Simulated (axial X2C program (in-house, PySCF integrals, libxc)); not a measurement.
**TcC⁺: properties at the nuclei**

Computed with an axial X2C code built on PySCF integrals: two-component X2C with atomic mean-field Coulomb and Gaunt terms, Gaussian nuclei, basis Tc dyall-cv3z, C dyall-v3z with contracted cores.

R = 1.609 Å (near the PBE0 minimum at charge 1 of the determinant lowest at the starting distance; the state shown can have its own minimum elsewhere).

Input and command:
```json
{"zs": [43, 6], "q": 1, "bas": ["dyall-cv3z", "dyall-v3z"], "r0": 1.87, "levels": ["PBE0", "HF", "B3LYP", "BP86", "TPSSh"], "nst": 3}
```
```bash
python soeom.py task.json out
```

Keys: zs atomic numbers; q charge; bas basis sets; r0 starting distance in Å; levels methods; nst determinants followed.

Determinant lowest in the PBE0 search, Ω = 1 (⟨Sz⟩ = 1.00, ⟨Lz⟩ = 0.00 at PBE0), spin on the atoms Tc 1.28, C -0.28:

```
level  Eeff magnitude (GV/cm)  Ws magnitude Tc (kHz)  A∥/gI Tc (MHz)  qzz Tc (a.u.)  A∥/gI C (MHz)  qzz C (a.u.)
 PBE0                   0.287                  0.205            -764          -1.76          -39.9         -0.28
   HF                     1.3                  0.359            -862          -1.32           -132         -0.13
B3LYP                   0.296                  0.191            -679          -1.93          -35.7         -0.29
 BP86                   0.298                  0.178            -596          -2.18          -39.2         -0.28
TPSSh                   0.346                  0.236            -759          -1.89          -44.8         -0.27
```

Determinant 0.91 eV from it at PBE0 and this distance, Ω = 0 (closed shell), highest spinor 99% Tc d:

```
level  qzz Tc (a.u.)  qzz C (a.u.)
 PBE0          -1.86         -0.30
   HF          -0.35         -0.34
B3LYP          -2.01         -0.30
 BP86          -2.32         -0.28
TPSSh          -2.02         -0.29
```

Eeff is the effective electric field on the electron electric dipole moment in this Ω state and Ws the scalar–pseudoscalar constant of the nucleus named (defined with the proton number Z and per Ω); A∥ (defined per Ω) follows by multiplying with gI = μI/(I μN); qzz is the electric field gradient, eQq0 = 234.96 MHz × Q/barn × qzz. The operators were transformed with the bare-nucleus X2C matrices; with these basis sets, hyperfine constants and field gradients can be off by tens of per cent, and where levels differ in sign neither size nor sign is settled.

Each state is one determinant with collinear spin, which with several unpaired electrons need not be a pure state. Unrestricted Hartree–Fock can overshoot spin polarisation at the nuclei. In the state Ω = 1 the sign of Eeff differs between levels (HF against PBE0). A closed determinant beside an open π² or δ² triplet, such as (π1/2)², mixes with its partner pair into the 0⁺ component of the triplet and ¹Σ⁺, so its energy is not that of a level, and 0⁺ can lie lowest. With several open shells hyperfine constants can be off by a factor of several. Where Eeff spreads by more than a factor of two the levels disagree and none is to be relied on. Open-shell Ω = 0 determinants with evenly filled partner blocks cannot be reached by this program, so the Ω shown need not be the lowest component. The search compared states at one distance, so a state with another bond length can lie lower. The sign of Ws at Tc differs between levels in the first state. Further determinants of the search, some of them spin-mixed, are not shown. Where a field gradient or hyperfine factor spreads by more than a factor of two over the levels, a constant derived from it is not to be relied on. PBE0 term energies can be off by some tenths of an eV.
